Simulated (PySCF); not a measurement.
Molecule: chloro(trimethoxy)silane, C₃H₉ClO₃Si (charge 0, singlet). SMILES: Cl[Si](OC)(OC)OC
Geometry from a B3LYP-D3(BJ)/def2-TZVP (Ansatz) optimisation:
```xyz
17

Si     0.0835    -0.1004     0.0291
Cl    -1.0912    -0.5052     1.6679
O     -0.4447     1.2706    -0.6693
C     -0.6503     2.5122    -0.0073
O      1.6015    -0.0049     0.5850
C      2.7502     0.1315    -0.2472
O     -0.0111    -1.2798    -1.0753
C     -1.1716    -1.6104    -1.8294
H     -0.9678     3.2389    -0.7537
H     -1.4256     2.4201     0.7565
H      0.2712     2.8636     0.4635
H      2.6793     1.0254    -0.8723
H      2.8682    -0.7438    -0.8889
H      3.6195     0.2205     0.4025
H     -1.9639    -1.9810    -1.1747
H     -1.5376    -0.7419    -2.3807
H     -0.8974    -2.3945    -2.5336
```

Dispersion corrections to the total energy (kcal/mol) from the dftd3 and dftd4 libraries through PySCF: D3(BJ) without and D4 with the three-body term, each with the damping fitted for the functional named.

```tsv
functional	D3(BJ)	D4
B3LYP	-16.59	-16.32
PW6B95	-5.33	?
TPSS	-12.21	-13.80
TPSSh	-11.38	?
HF	-65.40	?
LC-wPBE	-9.45	-11.38
PBE0	-8.53	-8.82
```

Task: Fill in the missing entries.

Result: 
- PW6B95, D4: -8.46
- TPSSh, D4: -12.64
- HF, D4: -33.89
